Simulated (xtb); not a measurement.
isocyanic acid (CHNO), singlet, geometry from GFN2-xTB. Base run: xtb with GFN2-xTB.

Geometry (Å):
```xyz
4

N     -1.0902     0.1955     0.2632
C      0.0481    -0.0494     0.0138
O      1.1455    -0.1055    -0.3388
H     -1.8210    -0.2281     0.7854
```
All else is at xtb's defaults.
Base energy -9.63872 Eh.

The base run was repeated with changes; each row names its change, and settings that it needs were set with it.

| change | ΔE vs base (kcal/mol) | HOMO-LUMO gap (eV) | dipole (D) | SCF cycles |
|---|---|---|---|---|
| base | 0.000 | 6.52 | 2.55 | 9 |
| file = coord | 0.000 | 6.52 | 2.55 | 9 |
| etemp = 10000 | -2.81 | 6.59 | 2.56 | 9 |
| alpb = ch2cl2 | -3.31 | 6.53 | 2.82 | 11 |
| acc = 30 | 0.000 | 6.52 | 2.55 | 8 |
| acc = 0.1 | 0.000 | 6.52 | 2.55 | 11 |

ALPB and GBSA are two models with their own fitted parameters for each solvent, which aren't always the measured dielectric constant.
